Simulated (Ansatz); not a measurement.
# Swapping H for F on C: the dipole moment

On one C centre that keeps GeH3, n of the H ligands are replaced by F. The dipole moment y in D at wB97M-V/def2-TZVPP. Shapes: PBE0-D4/def2-TZVP. Programs: Ansatz 0.2.0.

| molecule | n | y (D) |
| --- | --- | --- |
| GeH3(CH3) | 0 | 0.69 |
| CH5FGe | 1 | ? |
| CH4F2Ge | 2 | 1.87 |
| GeH3(CF3) | 3 | 2.23 |

Fit y = c + s·n to the known rows and predict CH5FGe.


1. Means of the 3 rows: n = 1.66667, y = 1.597.
2. Σ(Δn)² = 4.6667, Σ(Δn·Δy) = 2.4467, so the slope is 2.4467/4.6667 = 0.52429.
3. Intercept: 1.597 − (0.52429) × 1.66667 = 0.723. The largest residual of the fit is 0.098.
4. CH5FGe: 0.723 + (0.52429) × 1 = 1.25 D.

The run gave 1.54 D, so the prediction is off by -0.29 D, more than the largest residual. The steps per swap are uneven (+0.85, +0.33, +0.36), so a line is a poor model. Dipoles add as vectors. Other levels give for CH5FGe: PBE-D4/def2-TZVPP 1.40; r2SCAN-D4/def2-TZVPP 1.47; B3LYP-D4/def2-TZVPP 1.54 D. Relativity is left out for Ge.
